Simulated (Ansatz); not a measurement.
Start from `NC([SiH3])[SiH2]O` and change one atom or group to get `N[CH]([SiH3])[GeH3]`.

Ansatz, PBE0-D4/def2-TZVP geometries, multiplicity 1. Each molecule was computed in one conformer, which needn't be the lowest.

Scalar relativity is left out up to krypton.

```csv
property,`NC([SiH3])[SiH2]O`
HOMO–LUMO gap (PBE/def2-TZVPP) / eV,4.47
size of the dipole moment (PBE/def2-TZVPP) / D,1.91
HOMO energy (ωB97M-V/def2-TZVPP) / eV,-8.98
LUMO energy (PBE/def2-TZVPP) / eV,-0.86
HOMO energy (PBE/def2-TZVPP) / eV,-5.33
LUMO energy (B3LYP/def2-TZVPP) / eV,-0.27
```

Task: What does the change do to each property? (An estimate is asked.)

Result: Computed: 
```tsv
property	`N[CH]([SiH3])[GeH3]`	shift
HOMO–LUMO gap (PBE/def2-TZVPP) / eV	5.13	0.66
size of the dipole moment (PBE/def2-TZVPP) / D	1.64	-0.27
HOMO energy (ωB97M-V/def2-TZVPP) / eV	-9.44	-0.46
LUMO energy (PBE/def2-TZVPP) / eV	-0.52	0.34
HOMO energy (PBE/def2-TZVPP) / eV	-5.65	-0.32
LUMO energy (B3LYP/def2-TZVPP) / eV	0.04	0.31
```

With PBE0 the HOMO falls by 0.40 eV and the LUMO rises by 0.30 eV, so the gap widens by about 0.70 eV. PBE moves the HOMO by -0.32 eV and ωB97M-V by -0.46 eV. Dipoles are sizes alone; their direction can turn.

B3LYP here is the variant with VWN-RPA as its local correlation; programs differ in this.
